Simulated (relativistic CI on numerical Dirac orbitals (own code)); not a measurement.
## d2 in a ligand field

Computed with a parametric ligand-field model of a d^n configuration (Racah B and C, spin-orbit zeta, crystal field), exact diagonalisation.

Field parameters in Wybourne normalisation: Oh B⁴₀ = 21Dq, B⁴₄ = √(5/14) B⁴₀. The field is a parameter set, without covalency.

(1) A d2 ion in Oh symmetry has the ground term 3T1 and bands at 1T2 7528 cm⁻¹ (1328 nm), 1E 7583 cm⁻¹ (1319 nm), 1A1 17649 cm⁻¹ (567 nm), 3T2 28917 cm⁻¹ (346 nm), 3T1 35434 cm⁻¹ (282 nm), 3A2 59117 cm⁻¹ (169 nm). Which parameters reproduce them?

(2) A d2 ion in Oh symmetry has the ground term 3T1 and bands at 1T2 4901 cm⁻¹ (2040 nm), 1E 5013 cm⁻¹ (1995 nm), 3T2 5705 cm⁻¹ (1753 nm), 3T1 10211 cm⁻¹ (979 nm), 1A1 10240 cm⁻¹ (977 nm), 3A2 12005 cm⁻¹ (833 nm). Which parameters reproduce them?

(3) A d2 ion in Oh symmetry has the ground term 3T1 and bands at 3T2 10512 cm⁻¹ (951 nm), 1T2 12113 cm⁻¹ (826 nm), 1E 12425 cm⁻¹ (805 nm), 3T1 20974 cm⁻¹ (477 nm), 3A2 22262 cm⁻¹ (449 nm), 1A1 24018 cm⁻¹ (416 nm). Which parameters reproduce them?

(4) A d2 ion in Oh symmetry has the ground term 3T1 and bands at 3T2 7014 cm⁻¹ (1426 nm), 1T2 9337 cm⁻¹ (1071 nm), 1E 9668 cm⁻¹ (1034 nm), 3A2 14964 cm⁻¹ (668 nm), 3T1 16127 cm⁻¹ (620 nm), 1T2 17971 cm⁻¹ (556 nm). Which parameters reproduce them?

(5) A d2 ion in Oh symmetry has the ground term 3T1 and bands at 1T2 10619 cm⁻¹ (942 nm), 1E 10724 cm⁻¹ (932 nm), 1A1 24629 cm⁻¹ (406 nm), 3T2 33817 cm⁻¹ (296 nm), 3T1 43685 cm⁻¹ (229 nm), 3A2 69467 cm⁻¹ (144 nm). Which parameters reproduce them?

Answers

(1) B = 520, C = 2120, ζ = 0 cm⁻¹, Oh, 10Dq = 30200 cm⁻¹.

(2) B = 340, C = 1330, ζ = 0 cm⁻¹, Oh, 10Dq = 6300 cm⁻¹.

(3) B = 780, C = 3480, ζ = 0 cm⁻¹, Oh, 10Dq = 11750 cm⁻¹.

(4) B = 670, C = 2460, ζ = 0 cm⁻¹, Oh, 10Dq = 7950 cm⁻¹.

(5) B = 780, C = 2820, ζ = 0 cm⁻¹, Oh, 10Dq = 35650 cm⁻¹.
